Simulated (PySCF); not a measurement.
These compounds are isomers of formula C6H7FN2Si.

A. SMILES N1=C([SiH2]N=C)C=C(F)C=C1
B. `C#CCn1nc(F)cc1[SiH3]`
C. `C[Si@]1(N)C=CC(C#N)=C1F`
D. `C(#N)/C=C(\CC#N)C[SiH2]F`
E. SMILES C(/C([C@H](C)F)=C(\[SiH3])C#N)#N
F. `InChI=1S/C6H7FN2Si/c7-10-5-6(1-3-8)2-4-9/h1H,2,5,10H2/b6-1-`

Spectrum 1. ¹³C{¹H} NMR (computed): δ 203.1 (C), 152.6 (CH), 125.2 (CH), 118.4 (C), 110.7 (C), -6.1 (CH3).

Spectrum 2. ¹³C{¹H} NMR (computed): δ 166.5 (C), 121.5 (C), 120.4 (C), 103.0 (CH), 28.7 (CH2), 28.7 (CH2).

Spectrum 3. ¹³C{¹H} NMR (computed): δ 153.3 (C), 130.8 (C), 121.1 (C), 120.3 (C), 93.4 (CH), 22.9 (CH3).

Spectrum 4. ¹³C{¹H} NMR (computed): δ 166.0 (C), 120.7 (C), 120.7 (C), 103.6 (CH), 29.9 (CH2), 26.1 (CH2).

Spectrum 5. ¹³C{¹H} NMR (computed): δ 178.8 (C), 173.1 (C), 172.0 (CH2), 156.5 (CH), 125.3 (CH), 116.8 (CH).

Spectrum 6. ¹³C{¹H} NMR (computed): δ 173.1 (C), 135.8 (C), 108.6 (CH), 83.4 (C), 82.8 (CH), 44.2 (CH2).

How the numbers were obtained: GFN2-xTB geometry, shieldings: GIAO PBE0/pcSseg-1, in PySCF 2.14.0 with density-fitted response routines (single conformer, isolated molecule, no relativistic terms, rapidly exchanging positions averaged).

Scale: TMS for ¹³C (186.93 ppm) (reference shieldings calculated alike). Splittings of carbon signals by F and P are missing where no couplings were computed. Shifts are as computed. Against solution values, carbons near 30 ppm lie about +3 ppm off and those near 130 ppm about +5 ppm. Of 1309 compounds with measured shifts, 239 miss one by over three times the rms of a fit or turn the order of signals round; such compounds aren't used in these exercises.

Q: Which spectrum belongs to which compound?

A: 1–C, 2–F, 3–E, 4–D, 5–A, 6–B.

- Spectrum 1 (C): 6 ¹³C signals; δC 152.6 is an alkene CH; δC 125.2 is an alkene CH.
- Spectrum 2 (F): 6 ¹³C signals; δC 121.5 is a nitrile carbon; δC 120.4 is a nitrile carbon.
- Spectrum 3 (E): 6 ¹³C signals; δC 153.3 is a fully substituted alkene carbon; δC 130.8 is a fully substituted alkene carbon.
- Spectrum 4 (D): 6 ¹³C signals; δC 120.7 is a nitrile carbon; δC 120.7 is a nitrile carbon.
- Spectrum 5 (A): 6 ¹³C signals; δC 178.8 is an aromatic carbon bearing fluorine; δC 156.5 is an aromatic CH next to a ring nitrogen.
- Spectrum 6 (B): 6 ¹³C signals; δC 173.1 is an aromatic carbon bearing fluorine; δC 83.4 is an alkyne carbon.
